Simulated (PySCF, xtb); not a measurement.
SSn, SMILES [S]=[Sn] (connectivity only; charge and spin as stated), neutral, multiplicity 1.

Harmonic wavenumbers (cm⁻¹) from GFN2-xTB in xtb at its own minimum, in rising order: 509.

Question: What does PBE-D3(BJ)/def2-TZVP (PySCF) give at its own minimum? (The exact figures need the calculation; the answer reports its results.)

Answer: 472. Paired by order, the mean absolute difference is 37 cm⁻¹ and the zero-point energies are 0.7 and 0.7 kcal/mol.
